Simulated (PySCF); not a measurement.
How good is the calculation?

Geometry:
```
atom   x (Å)   y (Å)   z (Å)
  O1   2.646   1.140   1.051
  C2   2.049   0.290   0.469
 Cl3   2.939  -1.099  -0.206
  C4   0.640   0.206   0.212
  C5  -0.094  -0.751  -0.453
  C6  -1.462  -0.455  -0.483
  C7  -1.758   0.717   0.154
  S8  -0.380   1.486   0.804
  H9   0.347  -1.625  -0.895
 H10  -2.200  -1.079  -0.954
 H11  -2.722   1.171   0.275
```

Published estimates (parent shift plus substituent increments) and measurements: δ 1H H9 7.84; H11 7.64; H10 7.02 ppm (estimated from measurements, as parent shift plus tabulated substituent increment; solution, not stated per compound (mostly CDCl3 or CCl4); Pretsch, Buehlmann, Badertscher, Structure Determination of Organic Compounds, 4th ed. (2009)).

Non-relativistic Hamiltonian, a single conformation, no solvent model. Shielding tensors at PBE0/pcSseg-1 (GIAO); GFN2-xTB geometry; PySCF.

Task: Set the calculated values beside the experiment.

Result: 
Reference values: estimated from measurements, as parent shift plus tabulated substituent increment (solution, not stated per compound (mostly CDCl3 or CCl4); Pretsch, Buehlmann, Badertscher, Structure Determination of Organic Compounds, 4th ed. (2009)).
```csv
atoms,quantity,reference,computed,"computed, scaled"
H9,δ 1H,7.84,8.24,7.86
H11,δ 1H,7.64,7.81,7.46
H10,δ 1H,7.02,7.30,6.97
```

Computed shifts are σ(ref) − σ with the named reference compound (TMS for H and C) calculated as an isolated molecule at the same level. The measured values may be among those fitted. Shieldings were converted by linear fits to measured shifts (mostly CDCl3, TMS scale, for H and C): 1H: δ = 30.01 − 0.943σ (rms 0.17 ppm, 504 shifts, 0.18 ppm with the 4 outliers that the fit left out). Occasional misses reach two or three times the rms, and more in compound classes unlike the fitted ones.

Task: How far are the unscaled 1H shifts from the references?

Result: Mean signed difference +0.28 ppm, mean absolute 0.28 ppm over 3 comparisons; the largest is +0.40 ppm at H9 (hydrogen on an aromatic CH).
